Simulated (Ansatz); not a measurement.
ClH2ISi, SMILES `Cl[SiH2]I`, relaxed with RKS PBE0-D4/def2-TZVP in the Gaussian-basis code of Ansatz from a PBE-D4/def2-SVP geometry. The force threshold is 0.005 eV/Å; the program also tests the step.

The species carries charge 0 and has multiplicity 1. I: def2 effective core potential.

Start:

```xyz
5

Cl    0.576   -0.782    1.790
Si   -0.002    0.184    0.049
I    -0.383   -1.422   -1.770
H     1.095    1.111   -0.373
H    -1.286    0.910    0.304
```

```json
{"step": "1", "energy (eV)": "-28529.9240", "largest force (eV/Å)": "0.483", "largest move (Å)": "0.000"}
{"step": "2", "energy (eV)": "-28529.9422", "largest force (eV/Å)": "0.193", "largest move (Å)": "0.046"}
{"step": "3", "energy (eV)": "-28529.9462", "largest force (eV/Å)": "0.057", "largest move (Å)": "0.020"}
{"step": "4", "energy (eV)": "-28529.9463", "largest force (eV/Å)": "0.007", "largest move (Å)": "0.004"}
{"step": "5", "energy (eV)": "-28529.9463", "largest force (eV/Å)": "0.000", "largest move (Å)": "0.001"}
```

End:

```xyz
5

Cl    0.566   -0.770    1.760
Si   -0.003    0.184    0.044
I    -0.378   -1.411   -1.746
H     1.083    1.098   -0.363
H    -1.268    0.899    0.306
```

Hardware: 2 threads of a server CPU on a shared host. Wall time 9.5 s, peak host memory 0.32 GiB.
